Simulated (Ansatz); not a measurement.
# Energy profile

The step: Si₄H₉O₃F ([F][Si]([O][SiH3])([O][SiH3])[O][SiH3]) + H₂O → Si₃H₇O₃F ([OH][Si]([F])([O][SiH3])[O][SiH3]) + SiH₄O ([OH][SiH3]); bonds formed: Si1–O10, O2–H9; bonds broken: Si1–O2, H9–O10 (atoms numbered as in the saddle structure below).

```json
{"atom": "Si1", "x (Å)": "-0.7128", "y (Å)": "0.3330", "z (Å)": "0.5258"}
{"atom": "O2", "x (Å)": "-0.2260", "y (Å)": "0.1817", "z (Å)": "-1.2797"}
{"atom": "Si3", "x (Å)": "0.6541", "y (Å)": "-1.0164", "z (Å)": "-2.0143"}
{"atom": "O4", "x (Å)": "0.1746", "y (Å)": "1.6791", "z (Å)": "0.7296"}
{"atom": "Si5", "x (Å)": "1.2374", "y (Å)": "2.5430", "z (Å)": "-0.1757"}
{"atom": "O6", "x (Å)": "-0.0660", "y (Å)": "-1.1333", "z (Å)": "0.8330"}
{"atom": "Si7", "x (Å)": "-0.0902", "y (Å)": "-2.1576", "z (Å)": "2.1260"}
{"atom": "F8", "x (Å)": "-1.6095", "y (Å)": "0.4750", "z (Å)": "1.8778"}
{"atom": "H9", "x (Å)": "-1.4838", "y (Å)": "0.4590", "z (Å)": "-1.3220"}
{"atom": "O10", "x (Å)": "-2.2109", "y (Å)": "0.4849", "z (Å)": "-0.4560"}
{"atom": "H11", "x (Å)": "-0.0575", "y (Å)": "-2.3180", "z (Å)": "-1.9550"}
{"atom": "H12", "x (Å)": "0.8122", "y (Å)": "-0.6184", "z (Å)": "-3.4367"}
{"atom": "H13", "x (Å)": "1.9854", "y (Å)": "-1.1286", "z (Å)": "-1.3757"}
{"atom": "H14", "x (Å)": "2.3280", "y (Å)": "1.6852", "z (Å)": "-0.7050"}
{"atom": "H15", "x (Å)": "0.5389", "y (Å)": "3.2026", "z (Å)": "-1.3100"}
{"atom": "H16", "x (Å)": "1.8181", "y (Å)": "3.5825", "z (Å)": "0.7085"}
{"atom": "H17", "x (Å)": "-1.4678", "y (Å)": "-2.6523", "z (Å)": "2.3707"}
{"atom": "H18", "x (Å)": "0.4273", "y (Å)": "-1.4849", "z (Å)": "3.3428"}
{"atom": "H19", "x (Å)": "0.7905", "y (Å)": "-3.2988", "z (Å)": "1.7751"}
{"atom": "H20", "x (Å)": "-2.8422", "y (Å)": "1.1825", "z (Å)": "-0.2590"}
```

Electronic energies by CCSD(T) at an estimated basis limit (MP2 extrapolated from triple and quadruple zeta, plus CCSD(T) − MP2 in triple zeta), on PBE0-D4/def2-TZVP structures; Si$_{4}$H$_{11}$O$_{4}$F, closed shell; no counterpoise correction. Computed with Ansatz 0.2.0 (basis: def2-TZVPP and def2-QZVPP); correlated methods freeze the cores. Extrapolation: Hartree–Fock as exp(−7.88 √X), correlation as X^−2.97.

Problem. Give the profile in kcal/mol, counted from the separated reactants. (An estimate is asked for; the value comes from the calculation.)

Solution. Computed:
| point | kcal/mol |
| --- | --- |
| separated: Si$_{4}$H$_{9}$O$_{3}$F (linked as [F][Si]([O][SiH3])([O][SiH3])[O][SiH3]; Si1, O2, Si3, O4, Si5, O6, Si7, F8, H11, H12, H13, H14, H15, H16, H17, H18, H19; singlet) + H$_{2}$O (H9, O10, H20; singlet) | 0.00 |
| start structure | -6.25 |
| saddle | 25.82 |
| end structure | -1.51 |
| separated: Si$_{3}$H$_{7}$O$_{3}$F (linked as [OH][Si]([F])([O][SiH3])[O][SiH3]; Si1, O4, Si5, O6, Si7, F8, O10, H14, H15, H16, H17, H18, H19, H20; singlet) + SiH$_{4}$O (linked as [OH][SiH3]; O2, Si3, H9, H11, H12, H13; singlet) | 5.47 |

T1 diagnostic: at most 0.012.

For scale, one of the runs: CCSD(T)/def2-TZVPP, 477 basis functions, launched by `ansatz run in.yaml --threads 4 --pin off --events-out ev --progress --plain --max-ram 41984MiB --backend cuda --devices 0, --max-vram 37GiB`. Hardware: 4 CPU threads of an AMD EPYC 7R13 and a share of one NVIDIA H100, shared host. Wall time 79 s; peak host memory 1.2 GiB.
